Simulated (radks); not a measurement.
The numbers below are computed, except where a source is named.
Problem. Species: the manganese ion Mn+. Configuration: [Ar] 3d5 4s1 (the NIST ground configuration). Code: a radial shooting solver on a logarithmic mesh with Libxc functionals. Model: non-relativistic Kohn-Sham, PBE, spin-polarised, spherical densities, point nucleus; open shells are filled with parallel spins first. Some entries of the table are withheld. Estimate them.

orbital,occ.,eigenvalue (Ry),r(max) (bohr)
1s up,1,-468.9942,0.04053
1s down,1,-468.9926,0.04053
2s up,1,-54.44053,0.2353
2s down,1,-54.28015,0.2351
2p up,3,-46.72913,0.1896
2p down,3,-46.60850,0.1894
3s up,1,-6.89916,(1)
3s down,1,-6.50874,(2)
3p up,3,-4.70200,0.7549
3p down,3,-4.31619,0.7564
3d up,5,(3),0.7577
4s up,1,-0.91556,2.359
3d down,0,(4),0.7675

Solution. 
(1) 3s up r(max) (bohr): 0.7433
(2) 3s down r(max) (bohr): 0.7443
(3) 3d up eigenvalue (Ry): -1.21696
(4) 3d down eigenvalue (Ry): -0.85321
